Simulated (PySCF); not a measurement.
C₇H₉PS.
SMILES with atom numbers: `[cH:1]1[cH:2][c:3]([PH:4][CH:5]2[CH2:6][CH2:7]2)[cH:8][s:9]1`

NICS = −σ at a ghost point: NICS(0) at the centroid of the ring atoms, NICS(1) 1 Å to either side along the normal of their mean plane, zz for the tensor component along that normal. Level: GIAO PBE0/pcSseg-1 (PySCF, non-relativistic, gas phase) on the GFN2-xTB geometry, one conformer.

Rings: 1. C1–C2–C3–C8–S9; 2. C5–C6–C7.

| set | NICS(0) | NICS(1), two faces | NICS(1)zz, two faces |
| --- | --- | --- | --- |
| P | -12.2 | -11.1 / -11.3 | -26.2 / -26.2 |
| Q | -44.0 | -8.4 / -8.4 | -21.9 / -23.4 |

Task: Which set (ppm) belongs to which ring?

Result: P = 1, Q = 2.
- 1 (5-membered ring with S; formal bonds all aromatic): mean NICS(1)zz -26.2 ppm, shielded. The ring is flat and has no four-coordinate atom; by the NICS criterion it is aromatic.
- 2 (3-membered carbocycle; formal bonds all single): mean NICS(1)zz -22.6 ppm, shielded. C5, C6, C7 have four or more neighbours, and the NICS criterion for π rings isn't applied.

Task: How do the rings differ in shape?

Result: 
```csv
ring,bond lengths (Å),rms pucker (Å),HOMA,nearest outside atom to a NICS(1) probe (Å)
1,"1.353, 1.422, 1.362, 1.719, 1.721",0.00,0.77,hydrogen 2.50
2,"1.503, 1.492, 1.503",0.00,–,hydrogen 1.45
```

HOMA = 1 − mean of α(R − Ropt)² over the ring bonds, with Krygowski's 1993 parameters (CC: Ropt 1.388 Å, α 257.7 Å⁻²; CS: Ropt 1.677 Å, α 94.09 Å⁻²). A dash marks a ring with a four-coordinate atom, a triple bond, no multiple bond or a kind of bond without parameters.

The values belong to the conformer `[cH:1]1[cH:2][c:3]([PH:4][CH:5]2[CH2:6][CH2:7]2)[cH:8][s:9]1`: C2–C3–P4–C5 -144°, C3–P4–C5–C6 -171°.
